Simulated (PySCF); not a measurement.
Peak assignment

Bonds (- single, = double, # triple, : aromatic): Cl1-C2, C2-Cl3, C2-Si4, Si4-O5, O5-C6, C6-C7, C7-C8, C8-O9, O9-Si4. C2 carries H10; Si4 carries H11; C6 carries H12, H13; C7 carries H14, H15; C8 carries H16, H17. H12, H15, H16 are cis to C2 on the ring; H13, H14, H17 are trans to C2 on the ring.

Method: coordinates at the PBE0-D3(BJ)/def2-SVP level, shieldings: GIAO PBE0/pcSseg-1, in PySCF 2.14 (single conformer, equivalent nuclei averaged, non-relativistic Hamiltonian, no solvent).

δ = σ(ref) − σ, references computed at the same level: ¹³C, ¹H vs TMS.

Q: Assign these signals to the numbered atoms. ¹³C{¹H} NMR (computed): δ 69.7, 66.6, 34.4.

A: 
| δ (ppm) | atoms | environment | reason |
| --- | --- | --- | --- |
| 69.7 | C2 | sp3 CH bonded to 2 Cl and Si | 2 electronegative neighbours deshield it |
| 66.6 | C6/C8 | sp3 CH2 bonded to O | deshielded by the electronegative neighbour |
| 34.4 | C7 | sp3 CH2 in a ring | a saturated carbon with 2 carbon neighbours and no heteroatom attached |

Q: Assign these signals to the numbered atoms. ¹H NMR (400 MHz, computed): δ 4.92 (d, 1H), 4.60 (m, 1H), 4.11 (m, 2H), 4.11 (m, 2H), 2.11 (m, 1H), 1.16 (m, 1H).

A: 
4.92 → H10, hydrogen on an sp3 CH bonded to 2 Cl and Si: its carbon carries Cl, an electronegative neighbour
4.60 → H11, hydrogen on a silicon bonded to C, 2 O, in a 6-membered ring
4.11 → H13/H17, hydrogen on an sp3 CH2 bonded to O: its carbon carries O, an electronegative neighbour
4.11 → H12/H16, hydrogen on an sp3 CH2 bonded to O
2.11 → H15, hydrogen on an sp3 CH2 in a ring
1.16 → H14, hydrogen on an sp3 CH2 in a ring

H13/H17 and H12/H16 lie closer than the usual error of such a calculation, so a measured spectrum could show them in the other order.

Carbons that carry Cl, above all several Cl atoms, come out too deshielded, partly because spin–orbit coupling is missing. Shifts are as computed. Against solution values, carbons near 30 ppm lie about +2 ppm off and those near 130 ppm about +5 ppm; carbons on Cl a further +5 ppm. Of 1211 compounds with measured shifts, 218 miss one by over three times the rms of a fit or turn the order of signals round; such compounds aren't used in these exercises. No couplings were computed; multiplicities are counted from neighbouring protons, with m where these are inequivalent, close in shift, in a saturated or five-membered ring or joined by F or P, and br s for small geminal =CH2 splittings.
